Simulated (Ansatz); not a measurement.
Cost and result for the atomization energy of CH4F2O2Sn, SMILES `C[O][Sn]([OH])([F])[F]` (10 atoms, 9 bonds).

```xyz
10

C     0.059   -1.379   -1.266
O    -0.490   -0.121   -0.902
Sn    0.008    0.733    0.743
O    -0.452    2.600    0.721
F    -0.817   -0.066    2.261
F     1.869    0.463    1.013
H    -0.252   -1.574   -2.294
H     1.152   -1.381   -1.227
H    -0.321   -2.184   -0.629
H    -0.756    2.910    1.580
```

Total charge 0; spin multiplicity 1. Correlated methods include outer-core shells of Sn, which these sets cover unevenly. Sn: def2 effective core potential. All single points use the PBE0-D4/def2-TZVP geometry. It is one conformer, not always the lowest. Program: Ansatz. Hardware: A = 2 threads of an AMD EPYC 7R13 on a shared host; B = 2 threads of an AMD EPYC 7R13 on a shared host and a share of an NVIDIA H100 80 GB. Times are those of one run each, without the atoms' runs, and a repeat can differ threefold. Electronic energies, without spin–orbit coupling; frozen cores. CCSD(T)/CBS adds CCSD(T) − MP2 in def2-TZVPP to the MP2 limit, and its time is that of the two runs behind it. T1 = 0.015. With those shells the extrapolation isn't a true limit. B3LYP takes the VWN-RPA correlation (the form of Gaussian; ORCA's B3LYP/G).

CCSD(T)/CBS is a level of theory with its own doubt, some kJ/mol a heavy atom from the limit and from the frozen cores, so smaller differences don't rank the functionals.

```
                                 level  functions  wall time  atomization (kcal/mol)  difference from CCSD(T)/CBS  per bond
   PBE-D4/def2-TZVPP (with forces) [A]        261      3.8 s                   887.2                         11.3       1.3
                PBE0-D4/def2-TZVPP [A]        261        6 s                   854.5                        -21.4      -2.4
r2SCAN-D4/def2-TZVPP (with forces) [A]        261        7 s                   866.6                         -9.3      -1.0
                    MP2/def2-QZVPP [B]        487      7.5 s                   890.7                         14.8       1.6
 B3LYP-D4/def2-TZVPP (with forces) [A]        261      8.5 s                   857.5                        -18.4      -2.1
                 B2PLYP/def2-TZVPP [A]        261       11 s                   853.9                        -22.0      -2.5
                ωB97X-V/def2-TZVPP [A]        261       12 s                   869.0                         -6.9      -0.8
                CCSD(T)/def2-TZVPP [B]        261       15 s                   842.8                        -33.1      -3.7
  ωB97M-V/def2-TZVPP (with forces) [A]        261       18 s                   864.2                        -11.7      -1.3
                     CCSD(T)/CBS(def2)          –       22 s                   875.9                          0.0       0.0
```

In def2-TZVPP, CCSD(T) changes the Hartree–Fock value by +263.0 kcal/mol (the triples alone add +18.2 kcal/mol) and MP2 by +290.4 kcal/mol; breaking electron pairs costs correlation energy, which Hartree–Fock lacks. From PBE to PBE0 (25 % exact exchange), in def2-TZVPP and without D4, the atomization energy moves by −32.1 kcal/mol: exact exchange takes away binding that semilocal exchange gives to molecules. The D4 term adds +7.5 kcal/mol with B3LYP and +3.9 kcal/mol with PBE0; it sums over pairs of atoms, weighted by their polarisabilities, and B3LYP, whose exchange is more repulsive, gets the larger term.

Spin–orbit coupling would lower the free Sn atoms strongly, and the atomization energy with them, by more than many differences here. For some Ge, Se and Sn compounds the MP2-based and the directly extrapolated limit differ by 10 to 25 kJ/mol.
